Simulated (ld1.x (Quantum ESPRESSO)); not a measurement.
**What one change does to a pseudopotential (gallium (Ga), PAW)**

```
Element                 : Ga (Z = 31)
Generator               : ld1.x (Quantum ESPRESSO) 7.5
Type                    : PAW
Functional              : PBE
Relativity              : scalar-relativistic
Frozen core             : [Ar] 3d10
Valence charge          : 3
Reference configuration : 4s2 4p0.5 (charge +0.5)
Partial waves           : 4s (bound): rcut 1.65, rcutus 2.00 bohr; 4s channel at 0.75 Ry: rcut 1.65, rcutus 2.00 bohr; 4p (bound): rcut 1.65, rcutus 2.30 bohr; 4p channel at -0.05 Ry: rcut 1.65, rcutus 2.30 bohr; 4d channel at -0.2 Ry: rcut 1.55, rcutus 1.70 bohr
Local potential         : all-electron potential smoothed inside 2.25 bohr (lloc = -1)
Core correction         : Bessel-smoothed model core inside 0.95 bohr
Augmentation charge     : PSQ, inside the norm-conserving radii
```

Change: wave 4d channel at -0.2 Ry: rcut 1.55, rcutus 1.70 bohr becomes 4d channel at 6.96 Ry: rcut 1.55, rcutus 1.70 bohr.

Cutoffs: the cutoffs (Ry, on a coarse ladder) from which the occupation-weighted sum of valence levels, in a spherical-Bessel basis at the reference potential, stays within 10 and 1 mRy of its value at 400 Ry; they do not see the model core or the augmentation charge, which bear on the density cutoff. Errors are all-electron minus pseudo energies relative to the spin-unpolarised reference configuration.

Task: How do hardness, ghosts and transferability respond?

Result: Both files are so soft that the ladder of cutoffs tells neither apart; the bound ghost in d disappears; the errors of the 7 common tests hardly move; the range in which the d phases agree widens (upper end 0.6 → at the end of the scan).

| quantity | base | changed |
| --- | --- | --- |
| cutoff, loose | 6 Ry | 6 Ry |
| cutoff, tight | 10 Ry | 10 Ry |
| bound ghosts | d | none |
| error for 4s2 4p1, meV [ΔE -2.03 eV] | -1.5 | -1.5 |
| error for 4s2 4p0, meV [ΔE 3.66 eV] | -5.2 | -5.2 |
| error for 4s1 4p0, meV [ΔE 24.79 eV] | -169 | -169 |
| error for 4s0 4p3, meV [ΔE 11.34 eV] | -57 | -57 |
| error for 4s2 4p1.3, meV [ΔE -2.56 eV] | -2.6 | -2.6 |
| error for 4s1 4p1, meV [ΔE 11.03 eV] | -40 | -40 |
| error for 4s1 4p2, meV [ΔE 4.51 eV] | -11 | -11 |
| s: phases at 2.52 bohr within 0.05 rad from the reference energy up to (Ry; the scan ends near 5) | 3.7 | 3.7 |
| p: phases at 2.52 bohr within 0.05 rad from the reference energy up to (Ry; the scan ends near 5) | 4.0 | 4.0 |
| d: phases at 2.52 bohr within 0.05 rad from the reference energy up to (Ry; the scan ends near 5) | 0.6 | to the end of the scan |
| lowest overlap eigenvalue by channel | s 0.41, p 0.70, d 0.22 | s 0.41, p 0.70, d 1.00 |

 A true bound ghost makes a file unfit for plane-wave use even where its test errors are small: the radial tests pick states by their node count and pass the ghost by.
